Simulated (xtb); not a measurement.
Si(Br)(NH2) (BrH₂NSi), SMILES N[Si]Br (connectivity only; charge and spin as stated), neutral, multiplicity 1. All values are semi-empirical tight-binding results from xtb (GFN2-xTB unless named), good for trends rather than for accurate numbers. Coordinates come from a GFN2-xTB optimisation. One conformer was computed; it need not be the lowest.

Optimised geometry:

```xyz
5

Si     0.7574     1.1547     0.0000
Br    -0.0841    -0.9832     0.0000
N     -0.7422     1.9652     0.0000
H     -1.6509     1.5219     0.0000
H     -0.8140     2.9683     0.0000
```

| Item | Value |
|---|---|
| point group as xtb finds it | Cs |
| orbital gap | 3.06 eV |
| zero-point energy | 16.3 kcal/mol |
| G − E(el) at 298.15 K (modified RRHO) | -1.5 kcal/mol |
| static polarisability (D4 model) | 63.2 bohr³ |
| solvation energy, GFN2-xTB/ALPB(water) | -3.2 kcal/mol |
| solvation energy, GFN2-xTB/ALPB(thf) | -3.9 kcal/mol |

Computed atomic charges and the Wiberg bond orders between heavy atoms:
charges (e) Si1 0.44, Br2 -0.36, N3 -0.39, H4 0.17, H5 0.13. Bond orders Si1–Br2 1.15, Si1–N3 1.33.
